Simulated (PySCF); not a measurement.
PySCF 2.14 output of a UHF calculation on a single atom or ion in def2-TZVP with the def2 core potential (28 electrons) (6s4p3d1f, 40 functions), with a scalar-relativistic core potential:

```
SCF conv_tol = 1e-09
number electrons alpha = 9  beta = 8
cycle= 1 E= -126.799091384613  delta_E= -0.00389  |g|= 0.0204  |ddm|= 0.044
cycle= 2 E= -126.799275093025  delta_E= -0.000184  |g|= 0.00574  |ddm|= 0.0173
cycle= 3 E= -126.799337544174  delta_E= -6.25e-05  |g|= 0.00312  |ddm|= 0.0139
cycle= 4 E= -126.799371660775  delta_E= -3.41e-05  |g|= 0.00187  |ddm|= 0.0128
cycle= 5 E= -126.799385423353  delta_E= -1.38e-05  |g|= 0.000602  |ddm|= 0.0117
cycle= 6 E= -126.79938697845  delta_E= -1.56e-06  |g|= 0.000233  |ddm|= 0.00376
cycle= 7 E= -126.799387233981  delta_E= -2.56e-07  |g|= 7.18e-05  |ddm|= 0.00149
cycle= 8 E= -126.799387254391  delta_E= -2.04e-08  |g|= 1.04e-05  |ddm|= 0.000456
cycle= 9 E= -126.799387254602  delta_E= -2.11e-10  |g|= 1.99e-06  |ddm|= 3.96e-05
converged SCF energy = -126.799387254602  <S^2> = 0.7555024  2S+1 = 2.0054948
```

The run itself started from symmetry-adapted Hartree-Fock orbitals and held the occupation by maximum overlap, so the iterations belong to that start.

Task: Which element, charge and spin multiplicity is this?

Result: Pd⁺ (palladium, charge +1), multiplicity 2; the state was [Kr] 4d9, 2D determinant.

Energies and moments cover only the electrons outside the core potential.
